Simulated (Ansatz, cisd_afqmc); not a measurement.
System: Zn, charge 0, singlet.

Total energies in def2-TZVPP, 12 correlated electrons, 9 frozen orbitals. Radicals and triplets start from unrestricted determinants; spin-orbit coupling is neglected. Correlated methods leave the cores frozen (noble-gas shells, and filled d and f shells in the p block). No relativity. AFQMC/CISD: phaseless, guided by CISD from CCSD amplitudes; bars are statistical, one sigma. Outlying blocks are dropped, and bars are widened where a walk drifts. Over all cases where full CI ran beside it in this data, AFQMC minus full CI had a median of +0.1 mEh and passed +0.4 mEh in a tenth of the cases.

```json
[
 {"method": "HF", "program": "Ansatz", "energy (Eh)": "-1777.80707", "minus CCSDT(Q) (mEh)": "461.91"},
 {"method": "MP2", "program": "Ansatz", "energy (Eh)": "-1778.29546", "minus CCSDT(Q) (mEh)": "-26.49"},
 {"method": "CCSD", "program": "Ansatz", "energy (Eh)": "-1778.25656", "minus CCSDT(Q) (mEh)": "12.41"},
 {"method": "CCSD(T)", "program": "Ansatz", "energy (Eh)": "-1778.27005", "minus CCSDT(Q) (mEh)": "-1.07"},
 {"method": "CCSDT(Q)", "program": "Ansatz", "energy (Eh)": "-1778.26897", "minus CCSDT(Q) (mEh)": "0.00"},
 {"method": "AFQMC/CISD", "program": "cisd_afqmc", "energy (Eh)": "-1778.2679 ± 0.0004", "minus CCSDT(Q) (mEh)": "1.1 ± 0.4"}
]
```

Ansatz is an electronic-structure program.
